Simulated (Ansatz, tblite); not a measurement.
Cost and result up the ladder for cyclo-(H2SiO)2 (Si2O2H4) (8 atoms). Charge 0, multiplicity 1. Geometry: PBE0-D4/def2-SVP.

```xyz
8

Si   -0.7947    0.1316   -0.8959
H    -2.0521    0.9175   -0.7958
H    -0.6465   -0.4705   -2.2465
O    -0.5808   -0.9766    0.3717
Si    0.7947   -0.1316    0.8959
H     2.0521   -0.9175    0.7957
H     0.6465    0.4705    2.2465
O     0.5808    0.9767   -0.3717
```

Ansatz on 4 threads of Arm Neoverse V2 on a shared host; xTB runs through tblite on one thread. Times are rough, summed over both states, and most runs start from the orbitals of an earlier one. PBE0-D4/def2-TZVP serves as the yardstick here, not as an exact answer. The other state is a doublet.

The xTB rows come from tblite.

Run but left out: HF/def2-TZVPP, MP2/def2-TZVPP (charge +1 doublet: a determinant that CCSD turns far, T1 0.083).

Raw xTB energies of ions are shifted by several eV.

```
                            level  functions  wall time
                         GFN2-xTB         30    0.006 s
                         GFN1-xTB         34    0.008 s
                 PBE-D4/def2-TZVP        160      4.9 s
                PBE0-D4/def2-TZVP        160        7 s
r2SCAN-D4/def2-TZVP (with forces)        160      8.7 s
```

Question: Estimate what each level gives for the vertical IE (eV).

Answer: 
| level | vertical IE (eV) | difference from PBE0-D4/def2-TZVP (eV) |
| --- | --- | --- |
| GFN2-xTB | 14.29 | 3.51 |
| GFN1-xTB | 14.66 | 3.89 |
| PBE-D4/def2-TZVP | 10.24 | -0.54 |
| PBE0-D4/def2-TZVP | 10.78 | 0.00 |
| r2SCAN-D4/def2-TZVP (with forces) | 10.47 | -0.31 |
